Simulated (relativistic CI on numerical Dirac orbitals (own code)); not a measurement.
**Hyperfine structure of Zr³⁸⁺, mass number 91**

Computed by Dirac-Coulomb-Breit CI, orbitals from a KLI potential per configuration, a model potential for QED, unscaled Slater integrals (own radial code, finite nucleus).

CI space: 1s2, 1s 2s, 1s 2p, 1s 3s, 1s 3p, 1s 3d, 1s 4s, 1s 4p, 1s 4d, 1s 4f, 1s 5s, 1s 5p, 1s 5d, 1s 5f, 1s 5g, 1s 6s, 1s 6p, 1s 6d. Levels of other configurations are missing.

Nuclear spin I = 5/2, μ = -1.3022 μN, Q = -0.176 b (tables of Stone and Pyykkö). The electronic factors are computed for point nuclear moments, without core polarisation or the Bohr-Weisskopf and QED corrections.

```csv
Level,E (Ry),A (GHz),B (GHz)
1s 2s 3S_1,1185.80,-5404,0.000455
1s 2p 3P°_1,1189.74,-4901,7.1
1s 2p 3P°_2,1197.35,-2450,-43.9
1s 2p 1P°_1,1199.27,2218,-28.6
1s 3s 3S_1,1407.28,-4981,0.000548
1s 3p 3P°_1,1408.36,-4783,1.96
1s 3p 3P°_2,1410.63,-2417,-13.3
1s 3d 3D_2,1411.10,-2411,-2.57
```

Levels with J = 0, under 50 % of one LS term, or S terms without an open s electron are left out. Small factors come from cancelling terms and can be off by tens of per cent or more.

At this charge energies of transitions that change n are usually good to better than 1 %, and those within a shell (Δn = 0) to a few per cent.

Problem. Give the hyperfine levels of 1s 2s 3S_1 relative to its centre of gravity.

Solution. With K = F(F + 1) − I(I + 1) − J(J + 1), E = AK/2 + B[¾K(K + 1) − I(I + 1)J(J + 1)]/[2I(2I − 1)J(2J − 1)]: F = 3/2: 18910, F = 5/2: 5404, F = 7/2: -13510 GHz.

LS names give the leading component of a level, which can be under half, so a name can repeat, a term be missing and a line seem to break the LS rules.
